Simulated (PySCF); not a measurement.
FH3OSe2Si, SMILES O[Si](F)([SeH])[SeH].

Geometry: ωB97X-D3(BJ)/def2-SVP. The values are those of a single conformer.

Computed with B3LYP/def2-TZVP (PySCF).

Gas-phase values at a fixed geometry.

```
Property                                                                                                       Result
---------------------------------------------------------------------------------------------  ----------------------
total energy                                                                                      -5269.83274 hartree
highest occupied level                                                                                       -7.21 eV
lowest empty level                                                                                           -0.49 eV
orbital gap                                                                                                   6.72 eV
dipole moment                                                                                                  1.65 D
quadrupole, principal values (traceless, Buckingham form, about the centre of nuclear charge)   -5.79, 0.95, 4.85 D·Å
mean static polarisability                                                                      78.2 bohr³ (11.58 Å³)
polarisability, principal values                                                               62.7, 74.0, 97.8 bohr³
```
